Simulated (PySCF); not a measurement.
# Radial density of Cl⁻ (chlorine, charge -1)

UHF, [Ar], closed-shell 1S. Computed with PySCF 2.14 in aug-cc-pwCVTZ, with no relativity, point nucleus.

```tsv
r (bohr)	4πr²ρ (e/bohr)
0.00190	0.1364
0.00319	0.3696
0.00537	0.9708
0.00903	2.427
0.0152	5.571
0.0255	11.11
0.0430	17.56
0.0723	19.25
0.122	14.30
0.204	15.25
0.344	19.17
0.579	8.604
0.973	3.721
1.64	4.383
2.75	1.484
4.63	0.1621
7.79	0.004394
```
